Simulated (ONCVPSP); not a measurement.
## What one change does to a pseudopotential (promethium (Pm), ONCV)

```
Element                 : promethium (Pm)
Generator               : ONCVPSP 4.0.1
Type                    : optimised norm-conserving Vanderbilt (ONCV)
Functional              : PBEsol
Relativity              : scalar-relativistic
Frozen core             : [Kr] 4d10 4f4
Valence charge          : 11
Reference configuration : 5s2 5p6 5d1 6s1 (charge +1)
Partial waves           : 5s+6s: rc 2.15 bohr, ncon 5, nbas 8, qcut 5.7 1/bohr, 2 projectors; 5p: rc 2.65 bohr, ncon 5, nbas 9, qcut 4.2 1/bohr, 3 projectors, debl 2.6 Ha; 5d: rc 3.45 bohr, ncon 5, nbas 10, qcut 3.6 1/bohr, 1 projector; f scattering state at 0.03 Ha: rc 3.75 bohr, ncon 4, nbas 7, qcut 3 1/bohr, 2 projectors, debl 3.8 Ha
Local potential         : polynomial inside 2.00 bohr (lpopt 5, dvloc0 0 Ha)
Core correction         : Teter function, fcfact 1.5, rcfact 1.15
```

All-electron outer shells of the reference configuration (PBEsol, scalar-relativistic, ld1.x):

| shell | level (eV) | outermost node (bohr) | outermost maximum (bohr) |
| --- | --- | --- | --- |
| 5s | -51.39 | 0.70 | 1.27 |
| 5p | -31.49 | 0.75 | 1.44 |
| 4f | -13.67 | – | 0.62 |
| 6s | -8.91 | 1.69 | 3.37 |
| 5d | -8.57 | 0.85 | 2.02 |

Change: s: rc 2.36.

Cutoffs: the cutoffs (Ha) at which the residual kinetic energy of the hardest occupied pseudo-wave falls to 1 and 0.1 mHa per electron; they do not see the model core or the augmentation charge, which bear on the density cutoff. Errors are all-electron minus pseudo energies relative to the spin-unpolarised reference configuration.

Question: How do hardness, ghosts and transferability respond?

Answer: The potential gets softer (13 Ha and 16 Ha → 12 Ha and 14 Ha); the errors of the 4 common tests hardly move; neither file shows a bound ghost. A larger radius leaves more room for a smooth pseudo-wave, so fewer plane waves are needed.

```csv
quantity,base,changed
"cutoff, loose",13 Ha,12 Ha
"cutoff, tight",16 Ha,14 Ha
loose cutoff by channel,"s 13 Ha, p 6.1 Ha, d 5.5 Ha","s 12 Ha, p 6.1 Ha, d 5.5 Ha"
bound ghosts,none,none
GHOST(+) flags under 300 eV,"s at 81.9 eV, f at 102.7 eV","f at 102.7 eV, s at 186.8 eV"
"error for 5s2 5p6 5d1 6s2, meV [ΔE -6.39 eV]",+2.6,+2.3
"error for 5s2 5p6 5d1 6s0, meV [ΔE 11.55 eV]",+2.7,+2.3
"error for 5s2 5p6 5d0 6s0, meV [ΔE 31.12 eV]",+12,+11
"error for 5s2 5p6 5d1.5 6s1.5, meV [ΔE -5.79 eV]",-1.0,-1.1
p: phases at 2.69 bohr within 0.05 rad from the reference energy up to (Ha; the scan ends near 5),to the end of the scan,to the end of the scan
d: phases at 3.50 bohr within 0.05 rad from the reference energy up to (Ha; the scan ends near 5),0.3,0.3
f: phases at 3.80 bohr within 0.05 rad from the reference energy up to (Ha; the scan ends near 5),0.5,0.5
"rms error of d²Exc/dni dnj with the model core, mHa",3.05,2.92
```
